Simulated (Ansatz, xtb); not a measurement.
System: PbI, charge 1, multiplicity 1. SMILES: [I][Pb+]
Coordinates optimised at B3LYP-D3(BJ)/def2-TZVP (Ansatz, a quantum-chemistry and plane-wave program):
```xyz
2

Pb     0.0000     0.0000    -1.0593
I      0.0000     0.0000     1.6389
```
Charge +1, spin multiplicity 1.

Harmonic wavenumbers from GFN2-xTB (xtb, at its own minimum), cm⁻¹: 226.

**Question.** Give the harmonic wavenumbers at B3LYP-D3(BJ)/def2-TZVP (Ansatz, finite differences of forces, unscaled).

**Answer.** 198 cm⁻¹. Zero-point energy 0.3 kcal/mol.

**Question.** From these and the geometry, give the ideal-gas thermochemistry at 298.15 K and 1 atm (rigid rotor, harmonic oscillator).

**Answer.** Point group C∞v, rotational symmetry number 1. Rotational constants 0.882, 0.882 GHz. S(trans) 43.31, S(rot) 19.59, S(vib) 2.15, S(elec, spin only) 0.00, S 65.1 cal/(mol K). H(298) - H(0) 2.43 kcal/mol; G - E(el) -16.7 kcal/mol.
